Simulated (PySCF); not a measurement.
**Which determinant of InN lies lowest?**

Unrestricted PBE0; basis In cc-pVTZ-PP with ECP28, N cc-pVTZ; scalar-relativistic core potentials; PySCF 2.14. Outer shells of the fragments: In 4d10 5s2 5p1; N 2s2 2p3.

Followed along the bond (rough minima from three points):

| 2Ms+1 | unpaired | ⟨S²⟩ at the start | R at minimum (Å) | Te (eV) |
| --- | --- | --- | --- | --- |
| 3 | π ↑↑ | 2.01 | 2.22 | 0.00 |
| 3 | σ ↑, π ↑ | 2.04 | 2.08 | 0.21 |
| 1 | π ↑↓ | 1.00 | 2.21 | 0.52 |
| 1 | σ ↓, π ↑ | 1.02 | 2.05 | 0.63 |
| 5 | σ ↑, π ↑↑↑ | 6.01 | none in the scan | ≤ 1.92 |

Solutions found at the starting distance of 2.045 Å, counted from the lowest of them; the search is not exhaustive and high or unbound solutions are not listed, so other states can lie among these:

```csv
2Ms+1,unpaired,term,E (eV),⟨S²⟩,⟨Lz²⟩,μ (D)
3,π ↑↑,³Σ⁻,0.00,2.01,0.00,-1.56
3,"σ ↑, π ↑",³Π,0.05,2.04,1.02,-3.07
1,"σ ↓, π ↑",mixed,0.46,1.02,1.03,-3.35
1,π ↑↓,mixed,0.51,1.00,2.01,-1.55
1,none,¹Σ⁺,1.80,0.00,0.00,-4.98
1,none,mixed,2.07,0.00,2.00,-1.42
5,"σ ↑, π ↑↑↑",⁵Π,2.23,6.01,1.00,-0.08
3,"σ ↓, π ↑↑↑",mixed,3.10,3.02,1.00,-0.19
1,"σ ↑, π ↑↓↓",mixed,3.40,2.02,3.02,0.07
3,π ↑↑,mixed,3.79,2.07,2.01,-2.48
3,π ↑↑,mixed,4.02,2.05,2.01,-2.40
5,"σ ↑↑, π ↑↑",⁵Σ⁻,4.23,6.01,0.00,0.36
5,"σ ↑↑, π ↑↑",mixed,4.86,6.01,2.01,-2.13
5,"σ ↑↑, π ↑↑",mixed,5.14,6.01,2.01,-2.21
```

A term symbol is given only where ⟨S²⟩ and ⟨Lz²⟩ are close to those of a pure state; real π, δ and φ orbitals otherwise mix terms. A positive dipole means In(−)N(+).

**Question.** Compare the gap between the two lowest followed solutions at the starting distance with the gap between their minima.

**Answer.** At PBE0 the second solution (triplet, unpaired electrons σ ↑, π ↑) lies +0.05 eV from the first (triplet, unpaired electrons π ↑↑) at 2.045 Å and +0.21 eV at the minima; the two curves relax by different amounts, since their minima lie near 2.08 and 2.22 Å.

Spin–orbit coupling is left out.
